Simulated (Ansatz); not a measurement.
Reaction (formal loss of a carbene): `CC[SiH](Cl)Cl` → `C[SiH](Cl)Cl` + `[CH2]` (triplet)

Program: Ansatz. Geometries: PBE0-D4/def2-TZVP. ΔE: electronic, gas phase. CCSD(T)/CBS is the MP2 limit (def2-TZVPP, def2-QZVPP) plus CCSD(T) − MP2 in def2-TZVPP, frozen cores. This one scheme is used for every species. Functionals use def2-TZVPP. HSE06 is defined as in plane-wave codes. Triplets are unrestricted, without spin–orbit coupling. Each species was taken in one conformer, which may not be the lowest.

CCSD(T)/CBS gives +101.9 kcal/mol.

Another level gave +95.2 kcal/mol. Which?
A. HSE06-D4/def2-TZVPP
B. B2PLYP/def2-TZVPP
C. RPA@PBE/def2-TZVPP
D. r2SCAN0-D4/def2-TZVPP

D. r2SCAN0-D4 95.2, B2PLYP 99.2, HSE06-D4 101.4, RPA@PBE/def2-TZVPP 98.0 kcal/mol.

Largest T1 diagnostic among the species: 0.011.

From BLYP to BHLYP (50 % exact exchange), in def2-TZVPP and without D4, ΔE moves by −1.1 kcal/mol. At CCSD(T), def2-SVP lies −3.2 kcal/mol from the extrapolated value and def2-TZVPP −2.6 kcal/mol.
